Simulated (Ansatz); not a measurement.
All values below come from r2SCAN-D4/def2-SVP (Ansatz, an electronic-structure program). No frequencies were computed at this level.

Ansatz 0.2 input:
```yaml
crystal:
  periodic: [false, false, false]
  atoms:
    - { symbol: Zr, position_ang: [0.000001, 0.0, -0.000001] }
    - { symbol: F, position_ang: [0.922137, -0.000468, -1.595325] }
    - { symbol: F, position_ang: [-1.238175, -1.364656, -0.005846] }
    - { symbol: F, position_ang: [-0.865173, 1.613456, 0.208882] }
    - { symbol: F, position_ang: [1.181211, -0.248329, 1.39229] }
basis:
  gaussian: { orbitals: def2-svp }
hamiltonian:
  xc: r2scan
  dispersion: d4
relax:
  max_steps: 150
```

Output:

```
Functional definition: r2SCAN
870 factors; their error is unknown
mean field evaluation 1: about -12138.0840 eV, gradient 6.6e1 eV
mean field evaluation 2: about -12098.7078 eV, gradient 1.7e2 eV
mean field evaluation 4: about -12144.7010 eV, gradient 3.0e0 eV
mean field evaluation 8: about -12144.7296 eV, gradient 4.1e-2 eV
mean field evaluation 16: about -12144.6899 eV, gradient 2.0e-5 eV
mean field -12144.68993147 eV, -446.3091230150 hartree, gradient 2.0e-5 eV, S^2 0.000000; 0 other end points of the search recorded, 0 dependent functions left out
reference -12144.68996185 eV, -446.3091241313 hartree; 24, 24 occupied and 63, 63 virtual orbitals, 870 factors
relax step   1: F+E_penalty+E_count = -12144.71010051 eV  Δ(F+E_penalty+E_count) = +0.000e0 eV  max|allowed force component| = 1.885e0 eV/Å  Δτ_max = 0.0000 Å  (25 SCF iters, accepted)
these checks for a lower state are left out or cut short: starts, cluster_reference, orbital_swaps, neighbouring_geometries, increment
870 factors; their error is unknown
mean field -12144.92860951 eV, -446.3178942712 hartree, gradient 5.7e-6 eV, S^2 0.000000; 0 other end points of the search recorded, 0 dependent functions left out
reference -12144.92864024 eV, -446.3178954005 hartree; 24, 24 occupied and 63, 63 virtual orbitals, 870 factors
relax step   2: F+E_penalty+E_count = -12144.94840284 eV  Δ(F+E_penalty+E_count) = -2.383e-1 eV  max|allowed force component| = 2.028e-2 eV/Å  Δτ_max = 0.0573 Å  (26 SCF iters, accepted)
these checks for a lower state are left out or cut short: starts, cluster_reference, orbital_swaps, neighbouring_geometries, increment
870 factors; their error is unknown
mean field -12144.92864721 eV, -446.3178956567 hartree, gradient 5.0e-5 eV, S^2 0.000000; 0 other end points of the search recorded, 0 dependent functions left out
reference -12144.92867795 eV, -446.3178967862 hartree; 24, 24 occupied and 63, 63 virtual orbitals, 870 factors
relax step   3: F+E_penalty+E_count = -12144.94843599 eV  Δ(F+E_penalty+E_count) = -3.315e-5 eV  max|allowed force component| = 5.388e-4 eV/Å  Δτ_max = 0.0007 Å  (19 SCF iters, accepted)
870 factors; their error is unknown
mean field evaluation 32: about -12137.6926 eV, gradient 6.8e1 eV
mean field -12144.92864721 eV, -446.3178956567 hartree, gradient 5.0e-5 eV, S^2 0.000000; 1 other end points of the search recorded, 0 dependent functions left out
reference -12144.92867795 eV, -446.3178967862 hartree; 24, 24 occupied and 63, 63 virtual orbitals, 870 factors
Total energy: -12144.94846673 eV, -446.3186240106 hartree
Atom 0 at     0.000001     0.000001    -0.000000 Å, force     0.000000     0.000000     0.000000 eV/Å
Atom 1 at     0.951145    -0.000483    -1.645510 Å, force     0.000308    -0.000000    -0.000533 eV/Å
Atom 2 at    -1.277125    -1.407585    -0.006030 Å, force    -0.000413    -0.000456    -0.000002 eV/Å
Atom 3 at    -0.892390     1.664212     0.215452 Å, force    -0.000289     0.000539     0.000070 eV/Å
Atom 4 at     1.218370    -0.256141     1.436088 Å, force     0.000395    -0.000083     0.000465 eV/Å
Dipole moment:    -0.000000    -0.000000    -0.000000 e Å
```

Cost: roughly 16 core-seconds.
